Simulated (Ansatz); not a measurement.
Energy needed to pull apart C2H3BO (SMILES B=CC=O), closed shell, into free ground-state atoms, from the structure below (at a frame of a short PBE0-D4/def2-SVP trajectory); no zero-point or spin–orbit terms; open-shell atoms are treated unrestricted, in their ground-state multiplicity.

```csv
atom,x (Å),y (Å),z (Å)
B1,-0.7215,0.9735,-0.8097
C2,0.0486,0.4812,0.2768
C3,0.4101,-0.9229,0.3801
O4,1.1759,-1.4186,1.1647
H5,-1.3651,1.2901,-1.7305
H6,0.5318,1.0793,1.0897
H7,-0.1378,-1.6205,-0.3533
```

Program: Ansatz 0.2.0. Basis: def2-TZVPP. Cores are frozen in the correlated methods.

| method | atomization energy (eV) |
| --- | --- |
| PBE-D4 | 31.25 |
| r2SCAN-D4 | 30.29 |
| PBE0-D4 | ? |
| wB97M-V | 30.07 |
| HF | ? |
| MP2 | 29.92 |
| CCSD | 28.37 |
| CCSD(T) | 28.99 |

Problem. What does HF give? (Judge from chemistry; the value comes from the calculation.)

Solution. Computed: 21.40 eV, which is about 7.59 eV less than CCSD(T)/def2-TZVPP.

Problem. What does PBE0-D4 give? (To be estimated.)

Solution. By the calculation: 30.27 eV, which is about 1.28 eV more than CCSD(T)/def2-TZVPP.

In triple zeta the MP2 and coupled-cluster atomization energies are still short of their basis limit by a few kcal/mol a bond, whereas those of the functionals are nearly converged, so these differences are not deviations from converged CCSD(T).

The T1 diagnostic stays at or below 0.018.

For scale, one of the runs: CCSD(T)/def2-TZVPP forces, 166 basis functions, launched by `ansatz run in.yaml --threads 2 --pin off --events-out ev --progress --plain --max-ram 3481MiB`. Time: 2.8 min of wall clock on 2 CPU threads of an Arm Neoverse V1; the host was shared. Peak host memory: 2.5 GiB.
